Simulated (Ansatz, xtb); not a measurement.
# Ranking isomers of C5H7BGeO

7 gas-phase structures of C5H7BGeO, from a drawn sample of its isomers (lower ones may exist). Each was relaxed with GFN2-xTB; where two conformers were screened, the lower at r2SCAN-D4/def2-SVP//GFN2-xTB is listed:

A. `O=CC1=C[B]([GeH3])C=C1`, a singlet
B. `O=CC1=[C]([GeH3])C=CB1`, a singlet
C. `O=CC1=CC=[C]([GeH3])B1`, a singlet
D. `O=CC1=CC=C[B]1[GeH3]`, a singlet
E. `O=CC1=C[C]([GeH3])=CB1`, a singlet
F. `O=CC1=CB[C]([GeH3])=C1`, a singlet
G. `O=CC1=[C]([GeH3])BC=C1`, a singlet

Problem. Make a reasoned guess at their ranking by r2SCAN-D4/def2-SVP//GFN2-xTB single-point energy.

Solution. Calculated order at r2SCAN-D4/def2-SVP//GFN2-xTB: A (0.0), D (0.0), B (0.1), C (0.3), F (1.3), E (1.6), G (2.0) kcal/mol. Less than 1 kcal/mol parts A and D; D and B; B and C; C and F; F and E; E and G, so the order within those pairs means little. CCSD(T)/def2-SVP + ΔMP2/def2-TZVPP after further relaxation puts D lowest instead.

Energies above the lowest of each column, in kcal/mol; the last columns are at r2SCAN-D4/def2-SVP geometries and were run for some of them only (a dash: not run or not comparable):

| structure | GFN2-xTB | HF/STO-3G | r2SCAN-D4/def2-SVP//GFN2-xTB | r2SCAN-D4/def2-SVP | CCSD(T)/def2-SVP + ΔMP2/def2-TZVPP |
| --- | --- | --- | --- | --- | --- |
| A | 12.4 | 7.5 | 0.0 | 2.2 | 1.7 |
| D | 6.5 | 10.6 | 0.0 | 0.0 | 0.0 |
| B | 0.0 | 0.0 | 0.1 | 2.5 | 1.3 |
| C | 9.2 | 0.0 | 0.3 | 3.5 | 1.2 |
| F | 10.4 | 0.0 | 1.3 | 4.3 | 0.9 |
| E | 9.1 | 0.4 | 1.6 | – | – |
| G | 8.7 | 1.3 | 2.0 | – | – |

CCSD(T)/def2-SVP + ΔMP2/def2-TZVPP puts D lowest of those it was run on, with F within 1 kcal/mol; GFN2-xTB picks B, HF/STO-3G picks C. CCSD(T)/def2-SVP + ΔMP2/def2-TZVPP orders those it was run on as D (0.0), F (0.9), C (1.2), B (1.3), A (1.7) kcal/mol. Less than 1 kcal/mol parts D and F; F and C; C and B; B and A, so the order within those pairs means little. Some further structures that were screened fall inside this span and aren't listed. Flexible structures stand in one conformer each, not always the lowest. Frequencies (GFN2-xTB) were run for A, B, C, D, F alone. ΔMP2 is the change of the MP2 energy from the smaller to the larger basis.

Over these structures GFN2-xTB departs from r2SCAN-D4/def2-SVP//GFN2-xTB by 2.5 kcal/mol on average once a common shift is removed. A GFN2-xTB relaxation took about 0.18 s and the r2SCAN-D4/def2-SVP//GFN2-xTB energy about 6.3 s on a shared host (Ansatz 0.2.0, xtb 6.7.1).
